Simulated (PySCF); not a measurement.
# Molecular orbitals of TaO⁺

PBE0 at R = 1.661 Å; PySCF, scalar-relativistic core potentials, basis sets Ta def2-TZVPPD with ECP60, O def2-TZVPPD. State: ³Σ⁻ (triplet), unpaired electrons δ ↑↑, a second solution, started from another occupation. Only the outer orbitals are listed, counted within each symmetry, core potentials removing the inner ones.

| spin | orbital | occ. | ε (eV) | on Ta (%) | main shells (%) |
| --- | --- | --- | --- | --- | --- |
| α | 4σ | 1 | -30.61 | 19 | 81 O s |
| α | 5σ | 1 | -16.04 | 26 | 64 O p, 24 Ta d, 10 O s |
| α | 2π | 1 | -15.99 | 30 | 70 O p, 27 Ta d |
| α | 2π | 1 | -15.99 | 30 | 70 O p, 27 Ta d |
| α | 1δ | 1 | -11.76 | 100 | 100 Ta d |
| α | 1δ | 1 | -11.76 | 100 | 100 Ta d |
| α | 6σ | 0 | -10.32 | 99 | 84 Ta s, 13 Ta d |
| α | 3π | 0 | -7.46 | 83 | 56 Ta d, 26 Ta p, 17 O p |
| α | 3π | 0 | -7.46 | 83 | 56 Ta d, 26 Ta p, 17 O p |
| β | 1π | 1 | -45.31 | 100 | 100 Ta p |
| β | 1π | 1 | -45.31 | 100 | 100 Ta p |
| β | 4σ | 1 | -30.90 | 18 | 81 O s |
| β | 2π | 1 | -16.10 | 22 | 77 O p, 20 Ta d |
| β | 2π | 1 | -16.10 | 22 | 77 O p, 20 Ta d |
| β | 5σ | 1 | -16.10 | 22 | 68 O p, 20 Ta d, 9 O s |
| β | 6σ | 0 | -8.78 | 101 | 89 Ta s |
| β | 1δ | 0 | -7.02 | 100 | 100 Ta d |
| β | 1δ | 0 | -7.02 | 100 | 100 Ta d |

Task: Which are the highest filled and the lowest empty level, where do they sit, and how wide is the gap?

Result: Highest filled α 1δ at -11.76 eV (in %: 100 Ta d); lowest empty α 6σ at -10.32 eV (in %: 84 Ta s, 13 Ta d); the gap at PBE0 is 1.44 eV.

```
bond order (Mayer)                                                                                                : 2.50
⟨S²⟩                                                                                                              : 2.020
charge on Ta (Mulliken, basis-dependent)                                                                          : 1.26
charge on Ta (Löwdin, basis-dependent)                                                                            : 1.17
dipole moment (positive dipole points towards O; it is taken about the centre of mass and depends on that origin) : -5.03 D
```

Shares are Mulliken populations and can fall outside 0 to 100 %.

Spin–orbit coupling is left out.
